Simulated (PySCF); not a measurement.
SZn, SMILES [S]=[Zn].

Geometry: PBE0-D3(BJ)/def2-TZVP.

Two levels are set side by side: PBE/def2-TZVPD (PySCF) and CAM-B3LYP/def2-TZVPD (PySCF). Same geometry, gas phase. Differences are taken from unrounded values.

```tsv
quantity	CAM-B3LYP
orbital gap (eV)	4.47
highest occupied level (eV)	-7.81
lowest empty level (eV)	-3.34
dipole moment (D)	5.66
mean polarisability (bohr³)	59.3
```

Q: What does PBE give, and how far is it from CAM-B3LYP? (An estimate is asked for; the answer gives what the named calculation found.)

A: 
```json
[
 {"quantity": "orbital gap (eV)", "PBE": "0.54", "PBE minus CAM-B3LYP": "-3.93"},
 {"quantity": "highest occupied level (eV)", "PBE": "-5.52", "PBE minus CAM-B3LYP": "2.29"},
 {"quantity": "lowest empty level (eV)", "PBE": "-4.98", "PBE minus CAM-B3LYP": "-1.64"},
 {"quantity": "dipole moment (D)", "PBE": "4.99", "PBE minus CAM-B3LYP": "-0.67"},
 {"quantity": "mean polarisability (bohr³)", "PBE": "59.6", "PBE minus CAM-B3LYP": "0.3"}
]
```

Without exact exchange PBE keeps part of each electron's self-repulsion, which lifts occupied levels and narrows the gap. Differences between two approximate levels are no errors against the true value.

Rough cost on one machine, each run with all the roots and properties that it gave: CAM-B3LYP against PBE within a factor of 2.
